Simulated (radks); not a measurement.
Spherical jellium clusters: N electrons in a uniform positive sphere of charge N and radius rs N^(1/3), rs = 4.11 bohr. Calculated with a radial shooting solver with Libxc functionals: non-relativistic Kohn-Sham, LDA (Slater exchange, Perdew-Wang correlation), spin-polarised, spherical densities. Levels are named by radial order and angular momentum (1s, 1p, 1d, 2s, ...), and open shells are averaged over m.

N = 11, configuration 1s2 1p6 1d(up 3, down 0). This is the lowest configuration that the search found. Occupied and some empty levels:

level    occupation  eigenvalue (eV)  <r> (bohr)
1s up             1          -4.7702       5.948
1s down           1          -4.5165       5.756
1p up             3          -3.7742       7.080
1p down           3          -3.4538       7.040
1d up             3          -2.5326       8.040
1d down           0          -2.1999       8.116
2s up             0          -1.9864       7.394
2s down           0          -1.8197       7.563
1f up             0          -1.1572       9.131
1f down           0         -0.85543       9.389
2p up             0         -0.79847       10.23
2p down           0         -0.65411       10.67

Energy (eV): total -19.2619, kinetic 18.571, external -423.84, Hartree 208.39, exchange-correlation -38.509, background 216.13.
